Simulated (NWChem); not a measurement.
Molecule: SF₃, doublet; SMILES F[S](F)F

All runs: NWChem. Pople sets run with spherical d functions. Spin-unrestricted. The geometry was optimised at PBE0/def2-SVP, spin-unrestricted. No stability test was run on the SCF state. Level: M05-2X/6-31G* with SMD (1 M gas to 1 M solution), gas-phase geometry. Reactions with the solvent are ignored.

Question: Among these, which solvent gives the highest value of “cavity-dispersion-structure term (kcal/mol)”?
A. tetrahydrofuran
B. 1,4-dioxane
C. toluene
D. water

Answer: D, water. Values: toluene -0.1; tetrahydrofuran 0.2; 1,4-dioxane 0.5; water 2.6
